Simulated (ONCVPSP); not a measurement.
**What the settings do to the ONCV potential of Cd (Z = 48)**

Base potential:

| Property | Result |
| --- | --- |
| Element | Cd (Z = 48) |
| Generator | ONCVPSP 4.0.1 |
| Type | optimised norm-conserving Vanderbilt (ONCV) |
| Functional | PBEsol |
| Relativity | scalar-relativistic |
| Frozen core | [Ar] 3d10 4s2 |
| Valence charge | 18 |
| Reference configuration | 4p6 4d10 5s1.75 5p0.25 |
| Partial waves | 5s: rc 2.40 bohr, ncon 4, nbas 8, qcut 2.8 1/bohr, 2 projectors, debl 0.7 Ha; 4p+5p: rc 1.50 bohr, ncon 4, nbas 8, qcut 11.6 1/bohr, 2 projectors; 4d: rc 1.50 bohr, ncon 3, nbas 7, qcut 10.1 1/bohr, 2 projectors, debl 1.2 Ha |
| Local potential | polynomial inside 1.25 bohr (lpopt 1, dvloc0 0 Ha) |
| Core correction | none |

All-electron outer shells of the reference configuration (PBEsol, scalar-relativistic, ld1.x):

```
shell  level (eV)  outermost node (bohr)  outermost maximum (bohr)
   3d     -394.17                      –                      0.27
   4s     -106.34                   0.43                      0.79
   4p      -67.43                   0.43                      0.84
   4d      -12.25                   0.42                      0.98
   5s       -6.05                   1.06                      2.32
   5p       -1.41                   1.20                      3.25
```

Cutoffs, loose and tight: the cutoffs (Ha) at which the residual kinetic energy of the hardest occupied pseudo-wave falls to 1 and 0.1 mHa per electron. They do not see the model core or the augmentation charge, which bear on the density cutoff. Test errors are all-electron minus pseudo excitation energies from the reference, over the configurations 4p6 4d10 5s2 5p0; 4p6 4d10 5s1 5p0; 4p6 4d10 5s0 5p0; 4p6 4d9 5s2 5p1. A dash means not determined; rows that change the core or the reference have their own tests. The largest error is taken over the tests solved by every variant that gives reliable tests at all: 4p6 4d10 5s1 5p0; 4p6 4d10 5s2 5p0; 4p6 4d9 5s2 5p1.

A true bound ghost makes a file unfit for plane-wave use even where its test errors are small: the radial tests pick states by their node count and pass the ghost by.

| change | outcome | cutoff, loose | cutoff, tight | bound ghosts | GHOST(+) flags above zero | largest test error (meV) |
| --- | --- | --- | --- | --- | --- | --- |
| base | generated | 34 Ha | 41 Ha | s | none | -11 |
| s: qcut 3.4 | failed: ERROR pspot: first pseudo wave function has node, program will stop | – | – | – | – | – |
| core [Ar] 3d10, valence charge 20; reference 4s2 4p6 4d10; waves now 4s: rc 0.95 bohr, ncon 3, nbas 8, qcut 7.7 1/bohr, 2 projectors, debl 1.5 Ha; 4p: rc 0.90 bohr, ncon 4, nbas 9, qcut 8.6 1/bohr, 1 projector; 4d: rc 0.40 bohr, ncon 4, nbas 8, qcut 20.6 1/bohr, 2 projectors, debl 1.2 Ha; local potential polynomial inside 0.35 bohr (lpopt 4, dvloc0 -1 Ha) | failed: ERROR pspot: first pseudo wave function has node, program will stop | – | – | – | – | – |

(1) What comes out with this change to the base: local potential polynomial inside 1.25 bohr (lpopt 1, dvloc0 4 Ha)?

(2) What comes out with this change to the base: reference 4p6 4d10 5s2; wave 4p+5p: rc 1.50 bohr, ncon 4, nbas 8, qcut 11.6 1/bohr, 2 projectors becomes 4p: rc 1.50 bohr, ncon 4, nbas 8, qcut 11.6 1/bohr, 2 projectors, debl 0.3 Ha?

(3) What comes out with this change to the base: s: qcut 1.7; p: qcut 7.2; d: qcut 6.2?

## Answers

(1) outcome: generated; cutoff, loose: 34 Ha; cutoff, tight: 41 Ha; bound ghosts: none; GHOST(+) flags above zero: s; largest test error (meV): -4.8.

(2) outcome: generated, projector energies reset by the program; cutoff, loose: 34 Ha; cutoff, tight: 41 Ha; bound ghosts: s; GHOST(+) flags above zero: none; largest test error (meV): +49.

(3) outcome: generated; cutoff, loose: 79 Ha; cutoff, tight: 137 Ha; bound ghosts: s; GHOST(+) flags above zero: none; largest test error (meV): +26.
